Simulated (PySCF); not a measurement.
A side-by-side comparison of computed properties.

First species: 2-(methylthio)pyridine, C₆H₇NS.
InChI=1S/C6H7NS/c1-8-6-4-2-3-5-7-6/h2-5H,1H3

Second species: C6H11N.
Geometry (GFN2-xTB, Å), atoms numbered from 1 in this order:
```xyz
18
C6H11N angstrom
C      1.9678   -0.0493   -0.3134
N      0.5957   -0.4598   -0.5554
C      0.3556   -1.8352   -0.1674
C     -0.3350    0.4525   -0.0329
C     -1.0015    0.6451    1.3072
C     -1.8056    0.5609    0.0395
C     -1.0275    1.5938   -0.7164
H      2.0910    0.9790   -0.6477
H      2.6320   -0.6907   -0.8919
H      2.2515   -0.1138    0.7471
H      0.5534   -2.0206    0.8990
H     -0.6808   -2.0895   -0.3822
H      1.0064   -2.4819   -0.7557
H     -0.9185    1.5997    1.8166
H     -1.0372   -0.2028    1.9801
H     -2.6446   -0.0401   -0.2358
H     -0.9365    2.5939   -0.3050
H     -1.0748    1.5652   -1.7974
```

Levels: PBE0/def2-SVPD for dipole moment, HOMO energy, LUMO energy, HOMO–LUMO gap, static isotropic polarisability and electronic spatial extent ⟨r²⟩ about the centre of nuclear charge; TDDFT PBE0/def2-SVPD for lowest singlet excitation; TDA PBE0/def2-SVPD for lowest triplet excitation (Tamm–Dancoff); GFN2-xTB for rotational constant A and rotational constant C. Geometries: GFN2-xTB. Each species is one conformer at its optimised geometry, gas phase, non-relativistic unless stated. Electronic properties by PySCF.

Dipoles, sizes and rotational constants follow the conformer. The torsions of the flexible species, by atom-mapped SMILES:
- `[CH3:1][S:2][c:3]1[cH:4][cH:5][cH:6][cH:7][n:8]1`: C1–S2–C3–C4 180°
- `[CH3:1][N:2]([CH3:3])[C@:4]12[CH2:5][C@H:6]1[CH2:7]2`: C1–N2–C4–C5 -87°

```csv
property,column X,column Y
dipole moment,1.29 D,0.79 D
HOMO energy,-6.28 eV,-6.11 eV
LUMO energy,-0.84 eV,0.81 eV
HOMO–LUMO gap,5.44 eV,6.92 eV
lowest singlet excitation,4.49 eV,5.83 eV
lowest triplet excitation (Tamm–Dancoff),3.77 eV,5.71 eV
static isotropic polarisability,98.3 au,76.8 au
electronic spatial extent ⟨r²⟩ about the centre of nuclear charge,1160 bohr²,769 bohr²
rotational constant A,4.307 GHz,4.627 GHz
rotational constant C,0.982 GHz,1.902 GHz
```

Which column belongs to which species?

Column X is the first species and column Y the second. The first has 15 atoms and 66 electrons, the second 18 and 54.

How does each property change from the first species to the second?

dipole moment -0.50 D; HOMO energy +0.17 eV; LUMO energy +1.65 eV; HOMO–LUMO gap +1.48 eV; lowest singlet excitation +1.34 eV; lowest triplet excitation (Tamm–Dancoff) +1.94 eV; static isotropic polarisability -21.5 au; electronic spatial extent ⟨r²⟩ about the centre of nuclear charge -391 bohr²; rotational constant A +0.320 GHz; rotational constant C +0.920 GHz.

On the first: The polarisability is 14.57 Å³ as a volume (1 au = 0.148185 Å³), or 1.49 au for each of the 66 electrons. S1 lies 0.95 eV below the HOMO–LUMO gap; its leading configuration is HOMO→LUMO, weight 0.94.

On the second: No computed singlet falls in the visible range (750 to 380 nm, 1.65 to 3.26 eV); S1 lies 2.57 eV above its blue end. The principal polarisabilities are 70.8, 75.3 and 84.4 au; their mean is the isotropic value.
